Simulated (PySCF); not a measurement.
# Ionisation energy of Dy⁵³⁺ by level of theory

Dy⁵³⁺ [Ne] 3s2 3p1 [3p1/2^1, M_J = 1/2] → Dy⁵⁴⁺ [Ne] 3s2, as a difference of total energies. Computed with PySCF 2.14 in an uncontracted even-tempered set (18 s from 15 bohr⁻², ratio 2.4; 14 p from 19 bohr⁻², ratio 2.4; 4 d from 64 bohr⁻², ratio 2.6; 4 f from 96 bohr⁻², ratio 2.6), with the two-component X2C-1e Hamiltonian. Correlated levels: 1s2 frozen; the 54 highest virtual spinors dropped. "Screened" scales the spin-orbit matrix elements by Boettger's factors to mimic the two-electron term; Breit and QED terms are absent.

```tsv
method	ionisation energy (eV)
GHF (spin-free)	4919.9
GMP2 (spin-free)	4920.4
GHF (screened spin-orbit)	5070.9
GMP2 (screened spin-orbit)	5071.0
```

Breit and QED terms and the two-electron picture change are absent.

The spin-free rows lack the spin-orbit shift.

For comparison: 5066 ± 5 eV (theoretical estimate listed by NIST; NIST Atomic Spectra Database, ionization energies).
